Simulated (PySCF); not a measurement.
## Spectroscopy problems

[PySCF 2.14.0 with density-fitted response routines: GIAO PBE0/pcSseg-1 shieldings; geometry: GFN2-xTB; in vacuum; relativity neglected; equivalent nuclei averaged; single conformer]

References, each an isolated molecule treated in the same way: TMS for ¹H and ¹³C. Splittings of carbon signals by F and P are missing where no couplings were computed. Where no couplings were computed, multiplicities follow the n + 1 count of equivalent neighbours, and m marks all less simple cases (inequivalent or close neighbours, rings, F or P nearby). Shifts are as computed. Against solution values, carbons near 30 ppm lie about +3 ppm off and those near 130 ppm about +5 ppm. Of 1211 compounds with measured shifts, 218 miss one by over three times the rms of a fit or turn the order of signals round; such compounds aren't used in these exercises.

Task: C$_{4}$H$_{12}$Si$_{3}$. ¹H NMR (400 MHz, computed): δ 7.53 (m, 1H), 7.19 (m, 1H), 4.60 (m, 1H), 4.60 (m, 1H), 4.54 (m, 1H), 4.26 (m, 1H), 4.11 (m, 1H), 0.24 (d, 3H), 0.05 (m, 1H), -0.10 (m, 1H). ¹³C{¹H} NMR (computed): δ 159.6 (CH), 153.4 (CH), -4.3 (CH3), -15.1 (CH2). Identify the compound.

Result: `C[Si@@H]1C=C[SiH2]C[SiH2]1`. The formula gives 2 degrees of unsaturation (1 ring in the answer). 4 carbon signals for 4 carbons: no two carbons are equivalent. Carbon types of the structure: 2 × CH, 1 × CH2, 1 × CH3, leaving 5 H on heteroatoms. δC 159.6, 153.4: alkene CH; the olefinic region. δC -4.3: methyl carbon bonded to Si; an electropositive neighbour leaves it electron-rich and shielded. δH 7.53, 7.19: hydrogen on an alkene CH; a vinylic proton, deshielded by the sp2 carbon and the C=C anisotropy. δH 0.24: hydrogen on a methyl carbon bonded to Si; an electropositive neighbour shields it, as in TMS itself.

The shifts were computed for this structure.

Task: C$_{5}$H$_{5}$OP. ¹H NMR (600 MHz, computed): δ 8.86 (m, 1H), 8.05 (m, 1H), 7.02 (m, 1H), 6.54 (m, 1H), 5.57 (m, 1H). ¹³C{¹H} NMR (computed): δ 189.8 (CH), 153.4 (CH), 151.7 (C), 136.3 (CH), 122.8 (CH2). What is it?

Result: SMILES C=Cc1cocp1. 5 carbon signals for 5 carbons: no two carbons are equivalent. Carbon types of the structure: 1 × C, 3 × CH, 1 × CH2, which accounts for all hydrogens. δC 151.7: substituted aromatic carbon. δC 136.3: alkene CH; as expected for a trigonal carbon in a double bond. δC 122.8: terminal =CH2 carbon; an sp2 carbon of a C=C bond. δH 8.86, 8.05: hydrogen on an aromatic CH next to the ring oxygen; ring-current deshielding.

The shifts were computed for this structure.
